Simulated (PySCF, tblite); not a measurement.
Problem. What does the GFN2-xTB structure of `C/C(=C\C(=O)N(C)C)F` look like in three dimensions?

Solution. 
Z-matrix in Å and degrees, rows numbered from 1:
```
C 
C   1  1.4802
F   2  1.3572  1  112.86
C   2  1.3305  1  129.84  3  -178.39
C   4  1.4793  2  123.72  1    -3.09
O   5  1.2222  4  122.98  2   -23.22
N   5  1.3573  4  115.52  2   157.89
C   7  1.4446  5  119.12  4   174.33
C   7  1.4441  5  124.43  4    -6.26
H   1  1.0901  2  109.85  3    61.42
H   1  1.0849  2  109.59  3  -176.92
H   1  1.0895  2  109.32  3   -56.74
H   4  1.0786  2  118.14  1  -179.99
H   8  1.0922  7  110.28  5  -122.19
H   8  1.0882  7  107.97  5    -2.58
H   8  1.0925  7  110.72  5   116.89
H   9  1.0947  7  111.73  5    79.50
H   9  1.0901  7  111.06  5   -42.58
H   9  1.0885  7  108.49  5  -161.32
```

The 3 C–C bonds span 1.331 Å (C2=C4, drawn double) to 1.480 Å (C1–C2, drawn single), a spread of 0.149 Å. N7 (amide nitrogen) is planar (angles 124.4°, 119.1° and 116.4°, sum 360.0°, 0.00 Å off the plane of its three neighbours). Of the pairs four or more bonds apart, O6···H11 is among the closest relative to their van der Waals radii: 2.19 Å, 81 % of the sum of Bondi's values. The C–N distances run from 1.357 Å (C5–N7, drawn single) to 1.445 Å (N7–C8, drawn single), a spread of 0.088 Å.

Computed geometry: GFN2-xTB, gas phase.

Point group: C1 (no symmetry element, even within 0.4 Å). Its GFN2-xTB frequencies are all real (lowest 32 cm⁻¹). One conformer, not necessarily the lowest (C2–C4–C5–O6 -23°, C4–C5–N7–C8 174°).
